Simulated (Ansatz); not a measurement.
## Appearance energy of a fragment ion: C6H12O → C2H3O+ + C4H9 + e⁻

Gas-phase species: C6H12O (3-methyl-2-pentanone) `CCC(C)C(C)=O`, singlet; C2H3O+ `CC#[O+]`, singlet; C4H9 (2-butyl radical) `C[CH]CC`, doublet. 

Shapes, held fixed at every level: PBE0-D4/def2-TZVP. Flexible molecules stand in one conformer, not always the lowest. Programs: Ansatz 0.2.0. Electronic energies: no zero-point or thermal term.

Estimate ΔE of this reaction.

The highest level, CCSD(T)/CBS estimate, gives ΔE = +10.72 eV; the levels span +9.20 to +11.09. The column of differences is taken from that level and isn't an error. No measured value is set beside it here. Open shells run unrestricted. The CBS estimate extrapolates MP2 from def2-TZVPP and def2-QZVPP and adds CCSD(T) − MP2 in the triple-zeta set, cores frozen. The onset seen in experiment also holds zero-point changes and kinetic shifts.

```tsv
level	kind	ΔE (eV)	less CCSD(T)/CBS estimate
MP2/def2-SVP	perturbation theory	+10.35	-0.37
MP2/def2-TZVPP	perturbation theory	+10.58	-0.14
HF/def2-SVP	Hartree–Fock	+9.20	-1.52
SPW92/def2-TZVPP	LDA	+11.09	+0.37
PBE0-D4/def2-TZVPP	global hybrid	+10.59	-0.13
CCSD/def2-SVP	coupled cluster or CI	+10.28	-0.44
CCSD(T)/def2-TZVPP	coupled cluster or CI	+10.54	-0.18
CCSD(T)/CBS estimate	coupled cluster or CI	+10.72	0.00
```
